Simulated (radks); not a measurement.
Results of a calculation; reference values are marked as such.
The nuclear charge of neutral iridium is varied continuously with 77 electrons held in [Xe] 4f14 5d7 6s2. Level of theory: Dirac Kohn-Sham, PBE, spin-unpolarised, spherical densities, finite nucleus; open shells fill j = l - 1/2 first; Fermi nuclear charge, rms radius 5.4032 fm (a radial shooting solver on a logarithmic mesh with Libxc functionals). By the Hellmann-Feynman theorem dE/dZ = E(electron-nucleus)/Z, the electronic potential at the nucleus (averaged over a nucleus of fixed radius).

Z     E (hartree)  E(electron-nucleus)/Z (hartree)   HOMO  e(HOMO) (eV)  <r> HOMO (bohr)
76.8  -17738.4687                         -579.448  5d5/2        -4.563            1.810
76.9  -17796.4734                         -580.646  6s1/2        -5.524            2.951
77    -17854.5980                         -581.845  6s1/2        -6.292            2.908
77.1  -17912.8425                         -583.044  6s1/2        -7.081            2.867
77.2  -17971.2069                         -584.244  6s1/2        -7.890            2.828
77.3  -18029.6913                         -585.444  6s1/2        -8.719            2.791
77.4  -18088.2958                         -586.646  6s1/2        -9.567            2.755
77.5  -18147.0204                         -587.847  6s1/2       -10.433            2.721
77.6  -18205.8653                         -589.050  6s1/2       -11.317            2.688
77.7  -18264.8304                         -590.253  6s1/2       -12.219            2.657
77.8  -18323.9159                         -591.457  6s1/2       -13.139            2.626
77.9  -18383.1218                         -592.661  6s1/2       -14.075            2.597
78    -18442.4482                         -593.867  6s1/2       -15.027            2.569

The central difference of E at Z = 77 is -581.845 hartree, to compare with the third column; the second derivative is -12 hartree.
